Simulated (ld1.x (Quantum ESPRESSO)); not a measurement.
An all-electron radial function and its pseudo partner (carbon)

Columns: radius, all-electron u(r) and pseudo u(r) of the 2p shell (level -5.29 eV) of carbon in the configuration [He] 2s2 2p2; PBE, non-relativistic, TM scheme, ld1.x (Quantum ESPRESSO) 7.5.

| r (bohr) | all-electron | pseudo |
| --- | --- | --- |
| 0.093 | 0.0416 | 0.0169 |
| 0.185 | 0.1287 | 0.0652 |
| 0.278 | 0.2303 | 0.1409 |
| 0.370 | 0.3285 | 0.2347 |
| 0.463 | 0.4180 | 0.3390 |
| 0.555 | 0.4937 | 0.4417 |
| 0.648 | 0.5572 | 0.5358 |
| 0.740 | 0.6081 | 0.6129 |
| 0.833 | 0.6479 | 0.6709 |
| 0.925 | 0.6764 | 0.7084 |
| 1.018 | 0.6953 | 0.7283 |
| 1.110 | 0.7057 | 0.7340 |
| 1.203 | 0.7089 | 0.7297 |
| 1.295 | 0.7062 | 0.7193 |
| 1.388 | 0.6985 | 0.7054 |
| 1.480 | 0.6870 | 0.6898 |
| 1.573 | 0.6722 | 0.6730 |
| 1.665 | 0.6553 | 0.6554 |
| 1.758 | 0.6363 | 0.6363 |
| 1.850 | 0.6162 | 0.6162 |
| 1.943 | 0.5950 | 0.5950 |
| 2.035 | 0.5735 | 0.5735 |
| 2.128 | 0.5515 | 0.5515 |
| 2.220 | 0.5296 | 0.5296 |
| 2.313 | 0.5076 | 0.5076 |
| 2.405 | 0.4862 | 0.4862 |

(1) How many radial nodes do the two functions have?

(2) At about which radius was the pseudo-wave matched?

(3) Is the pseudo-wave norm-conserving?

## Answers

(1) The all-electron 2p function has n − l − 1 = 0; the pseudo-wave has 0.

(2) 1.85 bohr. The columns agree to 0.0005 from 1.67 bohr on; several derivatives are matched, so the curves merge somewhat inside the radius.

(3) Yes: the TM scheme keeps the norm inside the radius equal to the all-electron one, which fixes the energy derivative of the logarithmic derivative at the level.
